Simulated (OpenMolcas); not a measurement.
Ni5+, Pd5+, Pt5+: d5 down the group

```json
{"Program": "OpenMolcas", "Method": "SS-CASPT2, IPEA 0.25 Eh, imaginary shift 0.1 Eh", "Basis": "ANO-R2", "Scalar Hamiltonian": "X2C, finite nucleus", "Spin-orbit coupling": "state interaction with AMFI integrals over the reference wave functions, term energies averaged over their components"}
```

Active space for each ion: 5 electrons in 5 orbitals (d); closed shells correlated by CASPT2: Ni5+ 3s 3p; Pd5+ 4s 4p; Pt5+ 5s 5p.

Computed levels in cm-1 above 6S 5/2:

| Level | Ni5+ | Pd5+ | Pt5+ |
| --- | --- | --- | --- |
| 4G 7/2 | 43680 | 29260 | 25870 |
| 4G 11/2 | 43710 | 29450 | 27620 |
| 4G 9/2 | 43730 | 29590 | 28880 |
| 4P 1/2 | 48420 | 33270 | 30780 |
| 4D 7/2 | 52170 | 34810 | 34700 |
| 4D 1/2 | 52400 | 36480 | 40100 |
| 2I 11/2 | 63850 | 42810 | 40970 |
| 2I 13/2 | 64040 | 43890 | 45270 |
| 2F 7/2(1) | 70430 | 50460 | 58350 |
| weight of 6S in the lowest level (%) | 100 | 98 | 82 |

Mixed levels, with the weight of the term that names them: Pd5+ 4P 1/2 (67 %), Pd5+ 4D 1/2 (67 %), Pd5+ 2F 7/2(1) (60 %), Pt5+ 4G 7/2 (60 %), Pt5+ 4P 1/2 (59 %), Pt5+ 4D 7/2 (61 %), Pt5+ 4D 1/2 (66 %), Pt5+ 2I 11/2 (71 %), Pt5+ 2F 7/2(1) (62 %).

Measured, with the error of the calculation in %. Measured levels: Ni5+ from Corliss and Sugar, J. Phys. Chem. Ref. Data 10, 197 (1981).

```json
{"Level": "4G 11/2", "Ni5+": "41921 (+4.3)"}
{"Level": "4P 1/2", "Ni5+": "46325 (+4.5)"}
{"Level": "4D 7/2", "Ni5+": "50331 (+3.6)"}
{"Level": "2I 11/2", "Ni5+": "61196 (+4.3)"}
{"Level": "2I 13/2", "Ni5+": "61280 (+4.5)"}
{"Level": "2F 7/2(1)", "Ni5+": "67085 (+5.0)"}
```

Without spin-orbit coupling 4G lies 43700, 29380, 26890 cm-1 above 6S in that order; the difference to the level 4G 7/2, of either sign, comes from spin-orbit coupling, which also lowers the zero.

Term energies are means over components that CASPT2 splits; among the terms shown or strongly mixed into the levels shown the widest spread is 300 cm-1 (5d5 2I, Pt5+). Measured partners are found by configuration, term and J. A level has none where our copy of the source lacks it or the pairing is in doubt (some pairs that miss far off the trend of their configuration count as doubtful), and it then counts in no deviation. Levels of configurations outside the active space are missing.

A number in round brackets counts repeated terms of one configuration in the order of the reference energies.
